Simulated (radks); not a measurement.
Question: Radial electron density D(r) = 4 pi r^2 rho(r) of an atom or ion with 31 electrons. Calculated with a radial shooting solver on a logarithmic mesh with Libxc functionals: Dirac Kohn-Sham, BLYP, spin-unpolarised, spherical densities, point nucleus.

r (bohr)  D(r) (e/bohr)
0.004483          5.786
0.006173          9.587
0.008502          15.22
0.01171           22.76
0.01599           31.22
0.02203           38.85
0.03033           42.23
0.04177           39.68
0.05707           35.03
0.07859           36.19
0.1082            45.26
0.149             49.14
0.2053            37.61
0.2804            26.62
0.3862            30.26
0.5318            31.57
0.7323            19.17
1                 7.567
1.378             2.984
1.897             1.261
2.613            0.2955
3.598           0.01910
4.916           0.03936
6.77            0.04300
9.323           0.03575
12.84            0.1422
17.54           0.01345

What is the nuclear charge?

Answer: Z = 34. The innermost maximum, from 1s, lies near gamma/Z bohr with gamma = sqrt(1 - (Z/c)^2) = 0.969, here 0.0285 bohr (found: 0.0308), and its height grows with Z. The density is that of the selenium ion Se3+ in [Ar] 3d10 4s2 6f1; the configuration itself is not fixed sharply by these data, and Z only to about a unit. D(r) has 5 maxima, at r = 0.0308, 0.139, 0.472, 5.77, 11.7 bohr, and minima at 0.0649, 0.299, 4.02 bohr, inside which lie 2.09, 11.04, 30.07 electrons.
